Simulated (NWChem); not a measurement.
C₃H₅F; SMILES C/C=C\F

Results from NWChem. Pople sets run with spherical d functions. Each level has its own optimisation; frequencies are unscaled. Brackets give each atom's bonded neighbours.

| level | r C–C [C(CCH)–C(CHHH)] (Å) | r C–C [C(CCH)–C(CFH)] (Å) | r C–H [C(CCH)–H(C)] (Å) | r C–F (Å) | highest harmonic frequency (cm⁻¹) | lowest (cm⁻¹) | zero-point energy (kcal/mol) | dipole (D) |
|---|---|---|---|---|---|---|---|---|
| BLYP/def2-SVP | 1.508 | 1.343 | 1.102 | 1.359 | 3112 | 145 | 44.0 | 1.22 |
| B3LYP/6-31G* | 1.501 | 1.328 | 1.088 | 1.353 | 3227 | 151 | 45.8 | 1.29 |
| LDA (Slater exchange, VWN5)/def2-SVP | 1.481 | 1.334 | 1.104 | 1.329 | 3123 | 160 | 44.1 | 1.12 |
| PBE-D3(BJ)/def2-SVP | 1.498 | 1.342 | 1.102 | 1.349 | 3131 | 148 | 44.2 | ? |

**Question.** Some entries are withheld; supply them.

**Answer.** 
- PBE-D3(BJ)/def2-SVP, dipole (D): 1.17
